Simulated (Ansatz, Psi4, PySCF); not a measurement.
H₅ClFNSi₂ (SMILES F[SiH2]N[SiH2]Cl), singlet, at a GFN2-xTB geometry, atoms displaced at random by about 0.03 Å a coordinate. Base run: HF/STO-3G, gradient in PySCF.

PySCF was given this input:
```python
from pyscf import gto, scf

mol = gto.M(
    atom='''
Si   -1.499600   -0.234212    0.500668
F    -2.986580    0.285474    0.106612
N    -0.463472    0.533622   -0.585336
Si    1.261124    0.434727   -0.916545
Cl    1.979446   -0.675319    0.649839
H    -1.303926    0.275433    1.802836
H    -1.545981   -1.736959    0.330035
H    -0.944269    1.120130   -1.287169
H     1.831234    1.819755   -0.765123
H     1.548544   -0.269290   -2.096503
''',
    basis='sto-3g',
    charge=0,
    spin=0,
    verbose=4,
)

mf = scf.RHF(mol)
mf.kernel()
g = mf.nuc_grad_method()
grad = g.kernel()
```

Programs used: Ansatz (a program for electronic structure), Psi4, PySCF; a row that names a program was run with it.

The coordinate followed is x of atom 8.

The base run was repeated with changes; each row names its change, and settings that it needs were set with it.

```csv
change,dE/dx (Eh/bohr),net force (Eh/bohr)
base,-0.005741,0.000000
conv_tol = 1e-6,-0.005741,0.000000
finite difference step (bohr) = 1e-5; conv_tol = 1e-11,-0.005741,-
finite difference step (bohr) = 1e-4; conv_tol = 1e-11,-0.005741,-
finite difference step (bohr) = 0.01; conv_tol = 1e-11,-0.005742,-
conv_tol = 1e-4,-0.005751,0.000000
code = ansatz,-0.005742,0.000000
finite difference step (bohr) = 0.2; conv_tol = 1e-11,-0.006026,-
density fitting = on,-0.005738,0.000000
code = psi4,-0.005738,0.000000
density fitting = on; auxbasis_response = off,-0.005725,0.001508
conv_tol = 1e-11,-0.005741,0.000000
```

The net force is zero for an exact gradient.
